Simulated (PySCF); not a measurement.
C$_{4}$H$_{5}$, doublet, geometry from GFN2-xTB. Base run: PBE/STO-3G run with PySCF.

PySCF was given this input:
```python
from pyscf import gto, scf, dft

mol = gto.M(
    atom='''
C    -0.01669866   -0.14473260    2.05451619
C    -0.00572650   -0.05021694    0.70569704
C     0.00420741    0.03413279   -0.51310411
C     0.01585773    0.13725248   -1.95067878
H    -0.94506085   -0.19981979    2.59400011
H     0.90273351   -0.16585290    2.61141141
H    -0.00059800    1.18728795   -2.25276024
H     0.91722312   -0.32377874   -2.35724285
H    -0.86013765   -0.35645090   -2.37399048
''',
    basis='sto-3g',
    spin=1,
    verbose=4,
)

mf = dft.UKS(mol)
mf.xc = 'pbe'
mf.kernel()
mf.analyze()
```

The base run was repeated with changes; each row names its change, and settings that it needs were set with it.

| change | ΔE vs base (mEh) | SCF cycles | <S^2> | outcome |
|---|---|---|---|---|
| base | 0.000 | 11 | 0.764 | converged |
| level_shift = 0.3 (with mf.max_cycle = 100) | 0.000 | 16 | 0.764 | converged |
| init_guess = atom | 0.000 | 11 | 0.764 | converged |
| diis_space = 4 | 0.000 | 16 | 0.764 | converged |
| diis = off (with mf.max_cycle = 100) | - | 100 | - | not converged |
| init_guess = mod_huckel | 0.000 | 18 | 0.764 | converged |
| conv_tol = 1e-11 | 0.000 | 12 | 0.764 | converged |
| DIIS = EDIIS | - | 50 | - | not converged |
| conv_tol = 1e-12 | 0.000 | 13 | 0.764 | converged |
| level_shift = 0.5 (with mf.max_cycle = 100) | 0.000 | 22 | 0.764 | converged |
| DIIS = ADIIS | 0.000 | 20 | 0.764 | converged |
| diis = off; damp = 0.6 (with mf.diis_start_cycle = 200; with mf.max_cycle = 150) | 0.000 | 29 | 0.764 | converged |
| diis_space = 20 | 0.000 | 11 | 0.764 | converged |

Open shells are given as the SCF converged; they aren't shown to be the lowest states, and a large step between rows can be another state.
